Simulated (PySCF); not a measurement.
H2Ge, charge +1, doublet, geometry from GFN2-xTB (a state made from the parent by changing its charge; the spin is typed, not shown lowest). Base run: HF/aug-cc-pVDZ in PySCF.

PySCF was given this input:
```python
from pyscf import gto, scf, solvent

mol = gto.Mole()
mol.atom = '''
    Ge    0.00650544    0.00018343    0.05191182
    H    -0.13454619   -1.39586408   -0.82185031
    H    -0.07362802    1.38999448   -0.83932795
'''
mol.basis = 'aug-cc-pvdz'
mol.charge = 1
mol.spin = 1
mol.verbose = 4
mol.build()

mf = scf.UHF(mol)
mf.kernel()
```

Each row names what was changed in the base input (with any setting that the change needs).

```
change                                                          ΔE vs base (kJ/mol)
--------------------------------------------------------------  -------------------
base                                                                           0.00
model = IEF-PCM; solvent = chloroform                                        -218.4
model = IEF-PCM; solvent = tetrahydrofuran                                   -239.9
model = IEF-PCM; solvent = tetrahydrofuran; vdw_scale = 1.0                  -296.7
model = IEF-PCM; solvent = tetrahydrofuran; lebedev_order = 11               -240.5
model = IEF-PCM; solvent = tetrahydrofuran; r_probe = 0.5                    -197.2
model = ddCOSMO; solvent = tetrahydrofuran                                   -254.3
model = IEF-PCM; solvent = methanol                                          -268.7
model = COSMO; solvent = tetrahydrofuran                                     -224.7
model = IEF-PCM; solvent = toluene                                           -160.5
model = IEF-PCM; solvent = tetrahydrofuran; lebedev_order = 41               -239.8
model = IEF-PCM; solvent = tetrahydrofuran; vdw_scale = 1.1                  -264.3
```

The base is the gas phase, so ΔE is the electrostatic part of solvation at a fixed geometry, without cavity and dispersion terms.

Open shells are given as the SCF converged; they aren't shown to be the lowest states, and a large step between rows can be another state.
